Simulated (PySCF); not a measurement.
Excitation energy of F⁺ by level of theory

F⁺ [He] 2s2 2p4 (3P) → F⁺ [He] 2s1 2p5 (3P), as a difference of total energies. Calculation: PySCF 2.14, in dyall-acv3z; scalar relativity by spin-free X2C-1e. Correlated levels: valence: 1s2 frozen; virtual orbitals above 40 to 60 times the deepest correlated orbital energy dropped. The calculations carry no spin-orbit coupling.

Question: Order these methods by the excitation energy they give, lowest first.
A. CCSD(T) (valence)
B. SCS-MP2 (valence)
C. CCSD (valence)
D. MP2 (valence)

Answer: A (165530 cm⁻¹), C (166230 cm⁻¹), B (167570 cm⁻¹), D (168260 cm⁻¹).

Errors of the correlated levels include the incompleteness of this basis and the frozen core.

For comparison: 164790 cm⁻¹ (measured; NIST levels, between the centres of gravity of the two terms).
